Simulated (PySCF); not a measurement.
C₅H₁₀N₂OSi.
Cartesian coordinates in Å at the PBE0-D3(BJ)/def2-SVP level; atoms count from 1:
```
atom  x, y, z in Å
N1     2.4844    3.0594    0.1338
C2     2.2465    1.9841   -0.2304
Si3    1.8413    0.2519   -0.8062
O4     3.0742   -0.7291   -0.2908
N5     0.2611   -0.0464   -0.2308
C6    -0.6736   -0.9465   -0.9151
C7    -1.8693   -1.0438    0.0327
C8    -1.8248    0.2808    0.7861
C9    -0.3293    0.4791    0.9974
H10    1.8767    0.1665   -2.2816
H11    3.3051   -0.7087    0.6427
H12   -0.9788   -0.5257   -1.8912
H13   -0.2335   -1.9384   -1.1143
H14   -1.7251   -1.8786    0.7380
H15   -2.8150   -1.2201   -0.4997
H16   -2.3919    0.2701    1.7280
H17   -2.2239    1.0935    0.1575
H18    0.0042   -0.0840    1.8920
H19   -0.0544    1.5344    1.1544
```

The closed-shell ground state was solved at several levels (PySCF, density fitting, gas phase, non-relativistic).

| level | basis functions | HOMO (eV) | LUMO (eV) | gap (eV) | dipole (D) |
| --- | --- | --- | --- | --- | --- |
| CAM-B3LYP/pcSseg-1 | 210 | -8.22 | 0.68 | 8.90 | 4.28 |
| PBE0/pcSseg-1 | 210 | -6.86 | -0.43 | 6.43 | 4.32 |

(1) What might PBE0/def2-SVPD (267 basis functions) give for the same quantities?

(2) Over all these levels, which gives the widest orbital gap and which the narrowest?

(3) How far do the dipole and the HOMO energy spread over the levels?

## Answers

(1) HOMO -6.89 eV, LUMO -0.66 eV, gap 6.23 eV, dipole 4.29 D.

(2) CAM-B3LYP/pcSseg-1 (range-separated hybrid) has the widest, 8.90 eV, and PBE0/def2-SVPD (global hybrid, 25 % exact exchange) the narrowest, 6.23 eV. Functional and basis both differ between the two, so the spread mixes both effects.

(3) The dipole runs from 4.28 to 4.32 D (mean 4.30 D) and the HOMO from -8.22 to -6.86 eV.

One conformer stands for the species.
